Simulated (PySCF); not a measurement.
Excitation energy of Kr²⁺ by level of theory

Kr²⁺ [Ar] 3d10 4s2 4p4 (3P) → Kr²⁺ [Ar] 3d10 4s1 4p4 5s1 (5P), as a difference of total energies. Computed with PySCF 2.14 in aug-cc-pwCVDZ-PP with ECP10MDF, with scalar relativity through the core potential. Correlated levels: valence: 3s2 3p6 3d10 frozen; valence and next inner shell: nothing frozen outside the core potential. The calculations carry no spin-orbit coupling.

```tsv
method	excitation energy (eV)
UHF	32.576
LDA	33.307
PBE	32.953
PBE0	33.156
r2SCAN	33.288
M06-2X	32.998
wB97X-V	33.595
PBEsol	32.986
MP2 (valence)	32.288
SCS-MP2 (valence)	32.364
MP2 (valence and next inner shell)	32.600
SCS-MP2 (valence and next inner shell)	32.590
```

Problem. How much does correlation contribute at MP2 (valence and next inner shell)?

Solution. 32.600 − (32.576) = 0.024 eV, measured against UHF.

The promoted electron is Rydberg-like, and one or two diffuse shells describe it only roughly, which tends to raise the upper state.
